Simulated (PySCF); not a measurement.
A structure optimised at PBE-D3(BJ)/def2-SVP, used in a PySCF frequency run:

```
Bi
C 1 2.3016
H 2 1.1066 1 108.82
H 2 1.1069 3 109.87 1 119.76
H 2 1.1069 3 109.87 4 120.48
C 1 2.3016 2 92.47 3 -46.29
H 6 1.1066 1 108.82 2 46.29
H 6 1.1069 7 109.87 3 88.93
H 6 1.1069 7 109.87 8 120.48
C 1 2.3016 2 92.47 3 46.29
H 10 1.1066 1 108.82 2 -46.29
H 10 1.1069 11 109.87 3 150.59
H 10 1.1069 11 109.87 12 120.48
```

**Question.** Write its SMILES, formula and point group.

**Answer.** [CH3][Bi]([CH3])[CH3], C3H9Bi, C3v

**Question.** What are its rotational constants (standard atomic weights)?

**Answer.** 3.1690, 3.1690, 2.7460 GHz
